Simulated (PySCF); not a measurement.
C₆H₁₅BN₂.
Numbering: `[CH3:1][CH:2]([CH3:3])[N:4]([BH:5][NH2:6])[CH:7]1[CH2:8][CH2:9]1` (hydrogens: H10, H11, H12 on C1; H13 on C2; H14, H15, H16 on C3; H17 on B5; H18, H19 on N6; H20 on C7; H21, H22 on C8; H23, H24 on C9)

Cartesian coordinates in Å at the PBE0-D3(BJ)/def2-SVP level; atoms count from 1:
```xyz
24
C6H15BN2 angstrom
C      2.2746   -0.3503   -0.5615
C      1.2012   -0.1683    0.5042
C      1.6388    0.8088    1.5918
N     -0.0930    0.2003   -0.0752
B     -0.2567    1.3895   -0.8431
N     -1.5178    1.8886   -1.2254
C     -1.2285   -0.5008    0.4312
C     -1.3187   -1.9884    0.2490
C     -2.2279   -1.0867   -0.5280
H      3.2087   -0.7211   -0.1115
H      1.9445   -1.0718   -1.3237
H      2.4977    0.5994   -1.0695
H      1.0487   -1.1502    0.9828
H      2.5698    0.4772    2.0780
H      1.8135    1.8086    1.1641
H      0.8639    0.9034    2.3679
H      0.7246    2.0113   -1.1856
H     -2.3937    1.4526   -0.9741
H     -1.6120    2.7213   -1.7865
H     -1.6500   -0.1189    1.3742
H     -1.7364   -2.5871    1.0623
H     -0.5073   -2.4713   -0.3021
H     -2.0167   -0.9617   -1.5926
H     -3.2884   -1.0535   -0.2623
```

Computed with PBE0-D3(BJ)/def2-SVP geometry optimisation, gas phase (PySCF 2.14.0).

Take the most abundant isotopes and a rigid rotor. The values belong to one conformer with, in the numbering `[CH3:1][CH:2]([CH3:3])[N:4]([BH:5][NH2:6])[CH:7]1[CH2:8][CH2:9]1`, C1–C2–N4–B5 -60°, C2–N4–B5–N6 -169°, C2–N4–C7–C8 -62°.

**Question.** Give the principal moments of inertia and the rotational constants in cm⁻¹.

**Answer.** Ia = 258.41, Ib = 389.70, Ic = 518.65 u·Å²; 505379 MHz·u·Å²/I gives 1956, 1297 and 974.4 MHz, that is A = 0.06524, B = 0.04326, C = 0.03250 cm⁻¹.

**Question.** Classify the top.

**Answer.** An asymmetric top: κ = (2 × 1297 − 1956 − 974.4)/(1956 − 974.4) = -0.34.

**Question.** Is it planar, by Δ = Ic − Ia − Ib?

**Answer.** Not planar: Δ = Ic − Ia − Ib = -129.46 u·Å². For a rigid frame Δ = −2 Σ m c², so Σ m c² = 64.73 u·Å² lies off the ab plane: 22.13 from hydrogen and 42.60 from heavier atoms. The atom farthest from that plane is 2.16 Å away.

**Question.** List the rotational levels J(Ka,Kc) to J = 4 (MHz).

**Answer.** Above 0(0,0):
J = 1: 1(0,1) 2271, 1(1,1) 2930, 1(1,0) 3253
J = 2: 2(0,2) 6721, 2(1,2) 7150, 2(1,1) 8117, 2(2,1) 10094, 2(2,0) 10187
J = 3: 3(0,3) 13206, 3(1,3) 13429, 3(1,2) 15346, 3(2,2) 16908, 3(2,1) 17329, 3(3,1) 21060, 3(3,0) 21077
J = 4: 4(0,4) 21628, 4(1,4) 21725, 4(1,3) 24833, 4(2,3) 25920, 4(2,2) 27001, 4(3,2) 30289, 4(3,1) 30405, 4(4,1) 35908, 4(4,0) 35911

**Question.** Which lines would a microwave search look for?

**Answer.** The dipole components are |μa| = 1.17 D, |μb| = 0.23 D, |μc| = 0.48 D. The squared components, which scale the intensities, stand as 1.00 : 0.04 : 0.17 (a : b : c). Some lines, for components of 0.1 D or more:

```tsv
type	branch	J(Ka,Kc)	MHz	lower level (cm⁻¹)
c	Q	2(1,2) ← 2(0,2)	429	0.224
b	Q	2(2,0) ← 2(1,1)	2069	0.271
b	Q	4(1,3) ← 4(0,4)	3205	0.721
b	Q	3(3,1) ← 3(2,2)	4152	0.564
b	Q	4(3,2) ← 4(2,3)	4370	0.865
b	R	2(1,2) ← 1(0,1)	4879	0.076
b	Q	4(4,1) ← 4(3,2)	5619	1.010
c	R	2(2,0) ← 1(1,0)	6934	0.108
a	R	3(2,1) ← 2(2,0)	7143	0.340
b	R	4(0,4) ← 3(1,3)	8199	0.448
a	R	4(1,4) ← 3(1,3)	8296	0.448
a	R	4(0,4) ← 3(0,3)	8422	0.441
c	R	3(1,2) ← 2(0,2)	8625	0.224
a	R	4(1,3) ← 3(1,2)	9487	0.512
b	R	4(2,3) ← 3(1,2)	10574	0.512
c	R	4(3,1) ← 3(2,1)	13076	0.578
c	R	4(3,2) ← 3(2,2)	13381	0.564
c	R	4(4,1) ← 3(3,1)	14848	0.702
```

No frequency check. Zero-point vibration and centrifugal distortion are left out. A rigid rotor knows nothing of internal rotation, which can split or shift real lines. Quadrupole hyperfine structure (11B, 14N) is left out.

The run took 2.6 min wall on one thread, Intel Xeon Platinum 8488C (x86_64) (shared host), and the process peaked at 0.87 GiB of memory. These figures are those of the optimisation.
